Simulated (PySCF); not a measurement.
**Gas-phase XPS of `C[S][GaH][CH3]`, computed**

Species: C2H7GaS.
Atom-mapped SMILES: `[CH3:1][S:2][GaH:3][CH3:4]`

Method: delta-SCF UKS SCAN, pcX-2 on the ionised atom, pcseg-1 elsewhere, spin-free X2C (PySCF 2.14.0). Each binding energy is the total energy of the core-ionised species, with the hole localised on one atom, minus that of the ground state; both are solved self-consistently, so orbital relaxation is included.

List the computed XPS lines with their assignment.

| atom(s) | bonded to | level | binding energy (eV) | above the level's lowest (eV) | count |
| --- | --- | --- | --- | --- | --- |
| C1 | S and 3 H | C 1s | 291.13 | +1.09 | 1 |
| S2 | C and Ga | S 1s | 2476.20 | 0.00 | 1 |
| C4 | 3 H and Ga | C 1s | 290.04 | 0.00 | 1 |

The listed C 1s values span 1.09 eV, from C4 (bonded to 3 H and Ga) to C1 (bonded to S and 3 H).

Which effective nuclear charge Zeff reproduces each element's mean 1s value in the hydrogen-like formula E = 13.606 eV × Zeff²?

C (Z = 6): mean 290.6 eV, Zeff = 4.62, Z − Zeff = 1.38; S (Z = 16): mean 2476.2 eV, Zeff = 13.49, Z − Zeff = 2.51. Means run over the listed sites, weighted by atom count.

Not every level is listed. No level of gallium is listed. One conformer (not necessarily the lowest) at the PBE0-D3(BJ)/def2-SVP geometry, without solvent, vibrations or thermal averaging.

The run took 28 s of wall time on one thread of an Arm Neoverse V1 (shared host).

The values belong to the conformer `[CH3:1][S:2][GaH:3][CH3:4]`: C1–S2–Ga3–C4 178°.
